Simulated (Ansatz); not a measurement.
The cluster LiAl₃, relaxed as a triplet with UKS r2SCAN-D4/def2-TZVP in Ansatz, starting from the r2SCAN-D4/def2-TZVP geometry of the neutral singlet. Force threshold 0.02 eV/Å.

The relaxation made no stability test and no search for a lower SCF solution. At PBE0-D4/def2-TZVP a broken-symmetry singlet of charge 0 lies 0.12 eV below the triplet, each at its own geometry. The structure comes from a short search, and lower isomers may exist.

Start:

| atom | x (Å) | y (Å) | z (Å) |
| --- | --- | --- | --- |
| Al1 | 1.3810 | 0.0218 | 0.7632 |
| Al2 | -0.3826 | -1.5138 | -0.1463 |
| Al3 | -1.0445 | 0.6278 | 0.9899 |
| Li4 | 0.0462 | 0.8642 | -1.6068 |

(1) Estimate the energy that the relaxation releases and the steps that it takes.

(2) Does the start keep its bonding?

(3) Predict the relaxed structure.

## Answers

(1) 6.4 kJ/mol, in 4 steps; 12 s on 4 threads of Arm Neoverse V2 on a shared host. No frequencies were taken in this run, so the end may be a saddle point.

(2) By distances, no bond broke or formed. The bond that changes most is Al2–Al3, from 2.51 to 2.70 Å (atoms count from 1).

(3) 
```xyz
4

Al    1.326    0.034    0.709
Al   -0.356   -1.612   -0.157
Al   -1.069    0.692    1.066
Li    0.099    0.886   -1.617
```
Bond lengths (bridged metal pairs left out): 3 × Al–Al 2.51 to 2.70 Å; 3 × Al–Li 2.76 to 2.93 Å.
